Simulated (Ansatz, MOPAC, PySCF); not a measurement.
Dimer: NH3 (SMILES N) (first 4 atoms) with HF (SMILES F); geometry from B3LYP-D3(BJ)/def2-TZVP, rigid monomers moved along the line of their centres of mass till N1···H6 is 1.51 Å.
(charge 0, multiplicity 1):
```json
[
 {"atom": "N", "x (Å)": "0.0382", "y (Å)": "0.1766", "z (Å)": "0.3049"},
 {"atom": "H", "x (Å)": "-0.2387", "y (Å)": "-0.7405", "z (Å)": "-0.0275"},
 {"atom": "H", "x (Å)": "-0.6002", "y (Å)": "0.8572", "z (Å)": "-0.0915"},
 {"atom": "H", "x (Å)": "0.9652", "y (Å)": "0.3718", "z (Å)": "-0.0566"},
 {"atom": "F", "x (Å)": "0.0119", "y (Å)": "0.2696", "z (Å)": "2.7734"},
 {"atom": "H", "x (Å)": "0.0222", "y (Å)": "0.2334", "z (Å)": "1.8119"}
]
```

Monomers are frozen at their geometry in the pair; levels with a basis set take the counterpoise correction. Rows marked so take none.

Frozen-core correlation. Rows in STO-3G carry no dispersion term and start afresh at each structure. The state reached by AM1, PM6 isn't checked.

The values were computed with Ansatz (a quantum-chemistry and plane-wave program); MOPAC for AM1, PM6 (differences of heats of formation); PySCF for STO-3G rows, the dispersion terms. Each number belongs to the level named beside it.

```json
[
 {"level": "AM1", "interaction energy (meV)": "368.8"},
 {"level": "PM6", "interaction energy (meV)": "-4.5"},
 {"level": "HF/STO-3G (no counterpoise)", "interaction energy (meV)": "-172.3"},
 {"level": "PBE/def2-TZVPPD", "interaction energy (meV)": "-595.4"},
 {"level": "PBE-D3(BJ)/def2-TZVPPD", "interaction energy (meV)": "-617.5"},
 {"level": "r2SCAN/def2-TZVPPD", "interaction energy (meV)": "-612.6"},
 {"level": "PBE0/def2-TZVPPD", "interaction energy (meV)": "-607.5"},
 {"level": "SCS-MP2/aug-cc-pVDZ", "interaction energy (meV)": "[?]"},
 {"level": "CCSD(T)/aug-cc-pVTZ", "interaction energy (meV)": "[?]"}
]
```

Q: Complete the blanks.

A: 
- SCS-MP2/aug-cc-pVDZ, interaction energy (meV): -420.0
- CCSD(T)/aug-cc-pVTZ, interaction energy (meV): -510.1
